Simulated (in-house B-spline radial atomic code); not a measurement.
**RPA and G0W0 on wB97X: O V (O4+)**

Configuration [He] 2s2, mean-field start wB97X. Computed with a B-spline radial code for spherical atoms: all electrons, non-relativistic, point nucleus, each spin shell either full or empty, empty states to l = 9 with an (l + 1/2)⁻⁴ tail; G0W0 by contour deformation at full frequency.

Command:
```bash
python run_gw.py task.json out
```
Settings (radii: box in bohr, nucleus in fm):
```
Z                        8
electrons                4
configuration            [He] 2s2
hamiltonian              nr
method                   wb97x
lmax                     9
spin_polarised           False
box_radius               11.96
intervals                45
ion_configuration        [He] 2s1
```

Run time, properties included: 0.8 s on 1 thread of Arm Neoverse V2, on a shared host.

Energies (hartree):

| term | value |
| --- | --- |
| mean-field total | -68.39878 |
| Hartree-Fock functional on these orbitals | -68.25595 |
| direct second order | -0.26932 |
| second-order exchange | 0.1316 |
| SOSEX correction | 0.10873 |

Question: What is the RPA correlation energy, and what remains with SOSEX?

Answer: RPA gives -0.22259 hartree (-1.51 eV per electron); RPA + SOSEX gives -0.11386, and the second-order doubles -0.13772 hartree (no singles). SOSEX takes back 49 % of the RPA value.

Quasi-particle levels (eV):

```json
{"level": "2s", "occupied": "yes", "mean field": "-107.69", "Σx - vxc": "-3.57", "Σc": "?", "QP weight": "?", "G0W0": "?"}
{"level": "1s", "occupied": "yes", "mean field": "-632.07", "Σx - vxc": "-36.96", "Σc": "5.61", "QP weight": "0.924", "G0W0": "-663.42"}
{"level": "2p", "occupied": "no", "mean field": "-82.98", "Σx - vxc": "6.66", "Σc": "-1.61", "QP weight": "0.973", "G0W0": "-77.92"}
```

G0W0 = mean field + (Σx - vxc) + Σc, with Σc (partial-wave tail included) taken at the quasi-particle energy.

Question: Where does G0W0 put 2s?

Answer: At -113.59 eV, with Σc = -2.34 eV and a quasi-particle weight of 0.962. The tabulated removal energy is 113.899 eV (NIST, measured).

Question: What does it cost to remove one electron (to [He] 2s1) by differences of total energies, each species on its own start (correlation terms add to the Hartree-Fock functional)?

Answer: wB97X 111.50 eV, Hartree-Fock functional 111.00 eV, + RPA 113.44 eV, + RPA + SOSEX 112.76 eV, + second order 113.36 eV. Tabulated: 113.899 eV (NIST, measured).
